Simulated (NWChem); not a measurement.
# p-toluenesulfonic acid (C$_{7}$H$_{8}$O$_{3}$S); SMILES c1cc(C)ccc1S(=O)(=O)O

```xyz
19

C     -0.0026    -4.1723     0.0229
C      0.0019    -2.6623     0.0031
C      1.2046    -1.9442    -0.0434
C      1.2125    -0.5504    -0.0801
C     -0.0042     0.1313    -0.0703
S     -0.0092     1.9124    -0.1083
O     -1.2553     2.3639    -0.7098
O      1.2940     2.3973    -0.5671
O     -0.0924     2.2786     1.4996
C     -1.2203    -0.5554    -0.0314
C     -1.2061    -1.9465     0.0086
H     -0.3198    -4.5772    -0.9468
H     -0.6979    -4.5591     0.7765
H      0.9918    -4.5741     0.2399
H      2.1489    -2.4824    -0.0552
H      2.1447     0.0020    -0.1309
H      0.7197     2.7793     1.7062
H     -2.1551    -0.0055    -0.0432
H     -2.1486    -2.4876     0.0399
```
Atoms are numbered in this order, from 1.

Program: NWChem. Geometry: optimised at B3LYP/6-31G* (spherical d). Not confirmed as a minimum by frequencies. Level: PBE/def2-SVP with SMD (1 M gas to 1 M solution), gas-phase geometry.

```csv
solvent,dielectric constant,solvation free energy (kcal/mol),cavity-dispersion-structure term (kcal/mol),dipole in solution (D)
water,78.4,-9.3,3.4,6.02
"N,N-dimethylformamide",37.2,-10.8,-3.6,5.57
2-propanol,19.3,-10.7,?,?
diethyl ether,4.24,-10.4,-4.9,5.28
benzene,2.27,-8.9,-5.0,5.02
```

### Question
Fill in the missing entries.

### Answer

- 2-propanol, cavity-dispersion-structure term (kcal/mol): 0.4
- 2-propanol, dipole in solution (D): 5.81
